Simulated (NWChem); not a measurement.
System meant: C5H3Cl; SMILES C(C(=C=C)Cl)#C

The following NWChem deck was run.

```
start job
memory heap 200 mb stack 900 mb global 1100 mb
geometry units angstroms noautosym nocenter noautoz
  C      1.653811     2.102128     0.000000
  C      0.910098     1.127754     0.000000
  C      0.038433     0.006760     0.000000
  Cl    -1.697613     0.371135     0.000000
  C      0.440061    -1.259270     0.000000
  C      0.848545    -2.507276     0.000000
  H      2.311029     2.960419     0.000000
  H      1.027864    -3.056206     0.942485
  H      1.027864    -3.056206    -0.942485
end
basis spherical
  * library 6-31g*
end
dft
  xc xtpss03 ctpss03
  iterations 150
end
property
  shielding 8 1 2 3 4 5 6 7 8
end
task dft property
```

End of the output:

```
 Vector   28  Occ=0.000000D+00  E= 1.328610D-02
              MO Center=  7.5D-01,  6.9D-02, -3.5D-10, r^2= 4.9D+00
   Bfn.  Coefficient  Atom+Function         Bfn.  Coefficient  Atom+Function
  ----- ------------  ---------------      ----- ------------  ---------------
    22      0.502952  2 C  py                34      0.449188  3 C  s
     7      0.430590  1 C  px                36      0.413166  3 C  py
    81     -0.363429  6 C  px                63      0.333489  5 C  px
    67      0.323391  5 C  px                68      0.324022  5 C  py
    53     -0.321441  4 Cl px                18      0.283660  2 C  py

 center of mass
 --------------
 x =  -0.15950674 y =   0.06638971 z =   0.00000000

 moments of inertia (a.u.)
 ------------------
         703.149410993824          -2.426272774310           0.000000000000
          -2.426272774310         582.523475219890           0.000000000000
           0.000000000000           0.000000000000        1272.885208447769

     Multipole analysis of the density
     ---------------------------------

     L   x y z        total         alpha         beta         nuclear
     -   - - -        -----         -----         ----         -------
     0   0 0 0     -0.000000    -25.000000    -25.000000     50.000000

     1   1 0 0      0.690552      1.429011      1.429011     -2.167470
     1   0 1 0     -0.355900     -0.157048     -0.157048     -0.041805
     1   0 0 1      0.000000      0.000000      0.000000      0.000000

     2   2 0 0    -29.422022   -163.476486   -163.476486    297.530950
     2   1 1 0      1.207291     -0.783508     -0.783508      2.774307
     2   1 0 1      0.000000      0.000000      0.000000      0.000000
     2   0 2 0    -23.428141   -210.201924   -210.201924    396.975706
     2   0 1 1     -0.000000     -0.000000     -0.000000      0.000000
     2   0 0 2    -30.561611    -18.452904    -18.452904      6.344196

          -----------------------------------------
          Chemical Shielding Tensors (GIAO, in ppm)
          -----------------------------------------

 ------------------------------------------------------------------------
  xtpss03: d2 not coded                    0
 ------------------------------------------------------------------------
 ------------------------------------------------------------------------
  current input line :
    24: task dft property
 ------------------------------------------------------------------------
 ------------------------------------------------------------------------
 This error has not yet been assigned to a category
 ------------------------------------------------------------------------
 For more information see the NWChem manual at https://nwchemgit.github.io

0: xtpss03: d2 not coded:Received an Error in Communication
```

Q: Can this run be used? If not, why, and what is the fix?

A: The run crashed. Cause: this functional's second derivatives, which shieldings need, aren't coded here; the fix takes a hybrid GGA instead. This input runs:
```
start job
memory heap 200 mb stack 900 mb global 1100 mb
geometry units angstroms noautosym nocenter noautoz
  C      1.653811     2.102128     0.000000
  C      0.910098     1.127754     0.000000
  C      0.038433     0.006760     0.000000
  Cl    -1.697613     0.371135     0.000000
  C      0.440061    -1.259270     0.000000
  C      0.848545    -2.507276     0.000000
  H      2.311029     2.960419     0.000000
  H      1.027864    -3.056206     0.942485
  H      1.027864    -3.056206    -0.942485
end
basis spherical
  * library 6-31g*
end
dft
  xc pbe0
  iterations 150
end
property
  shielding 8 1 2 3 4 5 6 7 8
end
task dft property
```
It converges to -651.97760 Ha (PBE0/6-31G* (spherical d), GIAO).
